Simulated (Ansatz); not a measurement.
Ideal-gas functions of CCl3F3Si, SMILES `FC(F)(F)[Si](Cl)(Cl)Cl` at 600 K and 1 bar, from an Ansatz frequency run at PBE0-D4/def2-TZVP.

Molar mass 203.45 g/mol, point group C3v (symmetry number 3), electronic degeneracy 1, moments of inertia 480.925, 614.542, 614.544 u Å². Harmonic wavenumbers (cm⁻¹, unscaled): 38, 98, 98, 170, 170, 177, 277, 277, 362, 529, 529, 540, 642, 642, 760, 1159, 1159, 1228.

Use S(trans) = R[1.5 ln M + 2.5 ln T − 1.1517]; rotational temperatures θ = 24.2544 K / I; S(rot) = R[ln(√π/σ · √(T³/θAθBθC)) + 1.5]; for each mode x = 1.438777 ν̃/T, S = R[x/(eˣ − 1) − ln(1 − e⁻ˣ)] and H = RT x/(eˣ − 1); 1 cm⁻¹ = 0.0119627 kJ/mol; R = 8.31446 J/(mol·K).

Problem. By hand: the entropy, in J/(mol·K).

Solution. Translation 189.7. Rotation: θ = 0.0504, 0.0395, 0.0395 K, giving 127.2. Vibration, mode by mode: 28.24, 20.37, 20.37, 15.83, 15.83, 15.50, 11.87, 11.87, 9.75, 6.87, 6.87, 6.72, 5.50, 5.50, 4.39, 2.06, 2.06, 1.81, in all 191.4. Electronic 0.0. Sum 508.3 J/(mol·K).

Problem. By hand: H − E and G − E in kJ/mol, counted from the electronic energy.

Solution. Zero-point energy ½ × 8855 × 0.0119627 = 53.0; thermal vibration 51.9; translation, rotation and pV give 4 RT = 20.0. H − E = 124.9 kJ/mol, and G − E = 124.9 − 600 × 508.3/1000 = -180.1 kJ/mol.

Vibration gives 38 % of the entropy, 69.0 J/(mol·K) of it from the modes under 150 cm⁻¹: soft modes count most, and the harmonic formula is weakest for them.
